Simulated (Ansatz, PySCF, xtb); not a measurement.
Complex: CH3Cl (SMILES CCl) (first 5 atoms) with C2H6 (SMILES CC); geometry from B3LYP-D3(BJ)/def2-TZVP, rigid monomers moved along the line of their centres of mass till H4···H8 is 2.38 Å.
(charge 0, multiplicity 1):
```xyz
13

C     -0.672    -0.911     0.840
Cl    -0.843     0.874     0.799
H     -0.588    -1.269    -0.182
H      0.222    -1.155     1.406
H     -1.551    -1.327     1.322
C      0.682     0.364     4.062
C     -0.668    -0.334     4.197
H      1.004     0.409     3.020
H      1.457    -0.153     4.632
H      0.632     1.391     4.427
H     -1.433     0.176     3.609
H     -1.004    -0.353     5.236
H     -0.618    -1.369     3.852
```

Monomers are frozen at their geometry in the pair; levels with a basis set take the counterpoise correction. Rows marked so take none.

Cores are frozen in the correlated methods. Rows in 3-21G, 6-31G* carry no dispersion term and start afresh at each structure (6-31G* with six Cartesian d functions).

Run with Ansatz (an electronic-structure program); PySCF for 3-21G rows, 6-31G* rows, the dispersion terms; xtb for the GFN methods. Each number belongs to the level named beside it.

```tsv
level	interaction energy (kcal/mol)
GFN2-xTB	-0.61
HF/3-21G (no counterpoise)	1.19
r2SCAN-D4/def2-TZVPPD	-0.98
B3LYP-D3(BJ)/def2-TZVPPD	-1.18
B3LYP-D4/def2-TZVPPD	-0.92
M06-2X/6-31G* (no counterpoise)	-1.83
MP2/aug-cc-pV(D+d)Z	-0.83
SCS-MP2/aug-cc-pV(D+d)Z	?
CCSD(T)/aug-cc-pV(D+d)Z	?
```

Problem. Complete the blanks.

Solution. 
- SCS-MP2/aug-cc-pV(D+d)Z, interaction energy (kcal/mol): -0.03
- CCSD(T)/aug-cc-pV(D+d)Z, interaction energy (kcal/mol): -0.66
